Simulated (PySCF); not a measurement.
FWN + HF → HWN + F₂

Level: PBE0 in the def2-TZVP basis family, computed in PySCF with density fitting; scalar-relativistic core potentials for atoms from Rb on, none lighter, no spin–orbit coupling; open shells unrestricted.

| species | state and structure | ZPE (kJ/mol) | H(298 K) − H(0) (kJ/mol) | S° (J/(mol K)) |
| --- | --- | --- | --- | --- |
| FWN | triplet, Cs, W–F 1.878 Å, W–N 1.656 Å; F–W–N 109.1° | 12.3 | 11.5 | 292.8 |
| HF | singlet, C∞v, H–F 0.920 Å | 24.9 | 8.7 | 173.6 |
| HWN | triplet, Cs, W–H 1.704 Å, W–N 1.653 Å; H–W–N 97.0° | 22.7 | 10.3 | 268.6 |
| F₂ | singlet, D∞h, F–F 1.376 Å | 6.6 | 8.7 | 201.9 |

Problem. Is the gas-phase reaction uphill or downhill in electronic energy at this level, and by how much?

Solution. At PBE0/def2-TZVP, ΔE = 632.8 kJ/mol, uphill. 

Problem. Add zero-point, thermal and entropy terms for 298.15 K and 1 bar.

Solution. ΔZPE = -7.9 and Δ[H(298) − H(0)] = -1.2 kJ/mol give ΔH° = 623.7 kJ/mol. ΔS° = 4.1 J/(mol K), so ΔG° = 623.7 − 298.15 × (0.0041) = 622 kJ/mol.

Spin–orbit coupling can matter for FWN, HWN and is left out. Open d or f shells are single determinants, so the state found may not be the ground state. Only the bonding shown was studied: isomers, or loss of a ligand pair, can lie lower.
